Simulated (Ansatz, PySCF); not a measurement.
Gas-phase reaction in SMILES: [F][Ge]([Br])([Br])[Br] [tribromo(fluoro)germane] + 4 [H][H] (H2) -> 3 Br (HBr) + F (HF) + [GeH4] (GeH4)
Structures are relaxed separately at B3LYP-D3(BJ)/def2-TZVP in Ansatz (a first-principles code). Frequencies are from Ansatz or PySCF.

Property: energy of full hydrogenation (enthalpy at 298 K, with B3LYP-D3(BJ) rigid-rotor harmonic-oscillator terms), in kcal/mol. Cores are frozen in the correlated levels unless marked. No spin-orbit coupling. Frozen are the shells of the preceding noble gas and the d and f shells that filled before the atom's block. Non-relativistic. CBS(X,Y): correlation extrapolated as X^-3; Hartree-Fock from the larger set.

```json
[
 {"level": "PBE/def2-TZVPD", "program": "Ansatz", "energy of full hydrogenation (kcal/mol)": "52.5"},
 {"level": "PBE-D4/def2-TZVPD", "program": "Ansatz + dftd4", "energy of full hydrogenation (kcal/mol)": "56.6"},
 {"level": "revPBE-D3(BJ)/def2-TZVPD", "program": "Ansatz + dftd3", "energy of full hydrogenation (kcal/mol)": "57.7"},
 {"level": "revPBE/def2-TZVPD", "program": "Ansatz", "energy of full hydrogenation (kcal/mol)": "52.2"},
 {"level": "r2SCAN-D4/def2-TZVPD", "program": "Ansatz + dftd4", "energy of full hydrogenation (kcal/mol)": "60.2"},
 {"level": "B3LYP/def2-TZVPD", "program": "Ansatz", "energy of full hydrogenation (kcal/mol)": "50.1"},
 {"level": "PBE0/6-31G*", "program": "Ansatz", "energy of full hydrogenation (kcal/mol)": "[?]"},
 {"level": "PBE0/def2-SVP", "program": "Ansatz", "energy of full hydrogenation (kcal/mol)": "46.2"},
 {"level": "PBE0-D4/def2-TZVP", "program": "Ansatz + dftd4", "energy of full hydrogenation (kcal/mol)": "56.0"},
 {"level": "CAM-B3LYP/def2-TZVPD", "program": "Ansatz", "energy of full hydrogenation (kcal/mol)": "46.8"},
 {"level": "B2GP-PLYP/def2-TZVPD", "program": "Ansatz", "energy of full hydrogenation (kcal/mol)": "[?]"},
 {"level": "B2PLYP-D4/def2-TZVPD", "program": "Ansatz + dftd4", "energy of full hydrogenation (kcal/mol)": "[?]"},
 {"level": "SCS-MP2/cc-pVDZ", "program": "Ansatz", "energy of full hydrogenation (kcal/mol)": "47.8"},
 {"level": "CCSD/cc-pVTZ", "program": "Ansatz", "energy of full hydrogenation (kcal/mol)": "51.7"},
 {"level": "CCSD(T)/CBS(cc-pVTZ,cc-pVQZ)", "program": "Ansatz", "energy of full hydrogenation (kcal/mol)": "60.3"}
]
```

Q: Fill in the missing entries.

A: 
- PBE0/6-31G*, energy of full hydrogenation (kcal/mol): 65.8
- B2GP-PLYP/def2-TZVPD, energy of full hydrogenation (kcal/mol): 58.4
- B2PLYP-D4/def2-TZVPD, energy of full hydrogenation (kcal/mol): 59.8
